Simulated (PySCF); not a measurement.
# Electron correlation in C (carbon, neutral)

[He] 2s1 2p3, high-spin 5S determinant (an excited configuration). All numbers are calculated (PySCF 2.14, the spin-free X2C one-electron Hamiltonian (Gaussian nucleus), in dyall-acv3z (15s9p4d2f, 76 functions)). Frozen: 1s2; 4 electrons correlated; the 19 highest virtual orbitals of each spin left out.

```json
{"level": "CCSD", "correlation energy (mhartree)": "-34.48"}
{"level": "(T)", "correlation energy (mhartree)": "-0.37"}
{"level": "CCSD(T)", "correlation energy (mhartree)": "-34.85"}
```

Diagnostics: T1 = 0.0045, D1 = 0.0073, largest double amplitude 0.025.

Cost of the coupled-cluster step: about 1.2 core-seconds, for 4 correlated electrons.

Iterations:

```
CC2 = 0
CCSD nocc = (np.int64(4), np.int64(0)), nmo = (56, 56)
frozen orbitals [[0, 57, 58, 59, 60, 61, 62, 63, 64, 65, 66, 67, 68, 69, 70, 71, 72, 73, 74, 75], [0, 57, 58, 59, 60, 61, 62, 63, 64, 65, 66, 67, 68, 69, 70, 71, 72, 73, 74, 75]]
max_cycle = 100
direct = 0
conv_tol = 1e-08
conv_tol_normt = 1e-06
diis_space = 8
diis_start_cycle = 0
Init t2, MP2 energy = -0.0276351743819875
Init E_corr(UCCSD) = -0.0276351743968756
cycle = 1  E_corr(UCCSD) = -0.0329274963388056  dE = -0.00529232194  norm(t1,t2) = 0.0211761
cycle = 2  E_corr(UCCSD) = -0.0340857008294868  dE = -0.00115820449  norm(t1,t2) = 0.00633585
cycle = 3  E_corr(UCCSD) = -0.0345114160063325  dE = -0.000425715177  norm(t1,t2) = 0.00238316
cycle = 4  E_corr(UCCSD) = -0.0344777519401899  dE = 3.36640661e-05  norm(t1,t2) = 0.000404198
cycle = 5  E_corr(UCCSD) = -0.0344781504610009  dE = -3.98520811e-07  norm(t1,t2) = 3.41422e-05
cycle = 6  E_corr(UCCSD) = -0.0344780777390867  dE = 7.27219142e-08  norm(t1,t2) = 4.54543e-06
cycle = 7  E_corr(UCCSD) = -0.0344781005461837  dE = -2.2807097e-08  norm(t1,t2) = 6.44e-07
cycle = 8  E_corr(UCCSD) = -0.0344780970286653  dE = 3.51751838e-09  norm(t1,t2) = 9.15246e-08
UCCSD converged
E(UCCSD) = -37.64822089781534  E_corr = -0.03447809702866531
UCCSD(T) correction = -0.000369529551048766
```
